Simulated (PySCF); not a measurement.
# Orbital picture of RuCl⁺

BLYP at R = 2.141 Å; basis Ru def2-TZVPPD with ECP28, Cl def2-TZVPPD; scalar-relativistic core potentials; PySCF 2.14. State: ⁵Δ (quintet), unpaired electrons σ ↑, π ↑↑, δ ↑. Only the outer orbitals are listed, counted within each symmetry, core potentials removing the inner ones.

```json
{"spin": "α", "orbital": "7σ", "occ.": "1", "ε (eV)": "-16.75", "on Ru (%)": "42", "main shells (%)": "54 Cl p, 38 Ru d"}
{"spin": "α", "orbital": "3π", "occ.": "1", "ε (eV)": "-15.64", "on Ru (%)": "52", "main shells (%)": "51 Ru d, 48 Cl p"}
{"spin": "α", "orbital": "3π", "occ.": "1", "ε (eV)": "-15.64", "on Ru (%)": "52", "main shells (%)": "51 Ru d, 48 Cl p"}
{"spin": "α", "orbital": "1δ", "occ.": "1", "ε (eV)": "-14.20", "on Ru (%)": "100", "main shells (%)": "100 Ru d"}
{"spin": "α", "orbital": "1δ", "occ.": "1", "ε (eV)": "-13.45", "on Ru (%)": "100", "main shells (%)": "100 Ru d"}
{"spin": "α", "orbital": "4π", "occ.": "1", "ε (eV)": "-13.18", "on Ru (%)": "50", "main shells (%)": "50 Cl p, 48 Ru d"}
{"spin": "α", "orbital": "4π", "occ.": "1", "ε (eV)": "-13.18", "on Ru (%)": "50", "main shells (%)": "50 Cl p, 48 Ru d"}
{"spin": "α", "orbital": "8σ", "occ.": "1", "ε (eV)": "-12.98", "on Ru (%)": "77", "main shells (%)": "50 Ru d, 26 Ru s, 23 Cl p"}
{"spin": "α", "orbital": "9σ", "occ.": "0", "ε (eV)": "-9.88", "on Ru (%)": "90", "main shells (%)": "67 Ru s, 18 Ru p, 10 Cl p"}
{"spin": "α", "orbital": "5π", "occ.": "0", "ε (eV)": "-6.20", "on Ru (%)": "98", "main shells (%)": "98 Ru p"}
{"spin": "α", "orbital": "5π", "occ.": "0", "ε (eV)": "-6.20", "on Ru (%)": "98", "main shells (%)": "98 Ru p"}
{"spin": "β", "orbital": "7σ", "occ.": "1", "ε (eV)": "-15.96", "on Ru (%)": "28", "main shells (%)": "67 Cl p, 23 Ru d"}
{"spin": "β", "orbital": "3π", "occ.": "1", "ε (eV)": "-14.56", "on Ru (%)": "25", "main shells (%)": "74 Cl p, 24 Ru d"}
{"spin": "β", "orbital": "3π", "occ.": "1", "ε (eV)": "-14.56", "on Ru (%)": "25", "main shells (%)": "74 Cl p, 24 Ru d"}
{"spin": "β", "orbital": "1δ", "occ.": "1", "ε (eV)": "-12.20", "on Ru (%)": "100", "main shells (%)": "100 Ru d"}
{"spin": "β", "orbital": "4π", "occ.": "0", "ε (eV)": "-11.38", "on Ru (%)": "75", "main shells (%)": "74 Ru d, 24 Cl p"}
{"spin": "β", "orbital": "4π", "occ.": "0", "ε (eV)": "-11.38", "on Ru (%)": "75", "main shells (%)": "74 Ru d, 24 Cl p"}
{"spin": "β", "orbital": "8σ", "occ.": "0", "ε (eV)": "-11.29", "on Ru (%)": "84", "main shells (%)": "61 Ru d, 22 Ru s, 15 Cl p"}
```

**Question.** Which are the highest filled and the lowest empty level, where do they sit, and how wide is the gap?

**Answer.** Highest filled β 1δ at -12.20 eV (in %: 100 Ru d); lowest empty β 4π at -11.38 eV (in %: 74 Ru d, 24 Cl p); the gap at BLYP is 0.82 eV.

```json
{
 "bond order (Mayer)": "1.75",
 "⟨S²⟩": "6.005",
 "charge on Ru (Mulliken, basis-dependent)": "0.88",
 "charge on Ru (Löwdin, basis-dependent)": "0.79",
 "dipole moment (positive dipole points towards Cl; it is taken about the centre of mass and depends on that origin)": "-2.60 D"
}
```

Spin–orbit coupling is left out. With d or f electrons several states lie close, and the lowest PBE0 determinant need not be the measured ground state.
